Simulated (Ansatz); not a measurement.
The same path of ClH₈NW (11 atoms, charge 0, multiplicity 1) was run twice with different band settings. Lost on the way: W1–Cl2, N8–H11. Made: Cl2–H11.

Computed with RKS r2SCAN-D4/def2-SVP in Ansatz 0.2.0.

Relaxed end points:

```xyz
11
Properties=species:S:1:pos:R:3
W 0.085 0.062 0.688
Cl -0.830 -1.176 2.421
H 1.496 -0.478 -0.070
H -0.598 1.555 0.282
H -1.330 0.027 -0.189
H -0.077 -1.188 -0.400
H 0.246 0.512 -0.949
N 1.672 1.651 0.951
H 2.567 1.306 1.305
H 1.849 2.015 0.013
H 1.385 2.447 1.525
```

```xyz
11
Properties=species:S:1:pos:R:3
W 0.317 0.349 -0.402
Cl -0.021 0.123 3.004
H 1.362 -0.681 0.398
H -0.610 1.520 0.347
H -1.327 -0.011 -0.158
H -0.227 -1.239 -0.130
H 0.697 0.652 -2.058
N 1.588 1.511 0.602
H 2.519 1.226 0.905
H 1.400 2.475 0.876
H 0.764 0.808 2.193
```

Common settings: spring 5.0 eV/Å²; optimiser quadratic models (default); start path through a guess of the saddle point; force threshold 0.03 eV/Å; iteration limit 60; end points relaxed.

| run | movable images | climbing image |
| --- | --- | --- |
| 1 | 5 | yes |
| 2 | 8 | no |

Task: What does each run give, and how far can it be trusted?

Result: Run 1: converged after 31 iterations, highest image 2.281 eV above the first end. Neighbouring images differ by up to 1.5 eV, so the band resolves the path poorly. A vibrational analysis at the climbing image gives one clearly imaginary mode, 269i cm⁻¹: a first-order saddle point.
Run 2: converged after 42 iterations, highest image 2.255 eV above the first end. The highest image is an end point: on this band no image between the ends rises above it.
The orbitals stay closed-shell, which can raise the energy where a bond breaks towards radicals; this wasn't checked here.
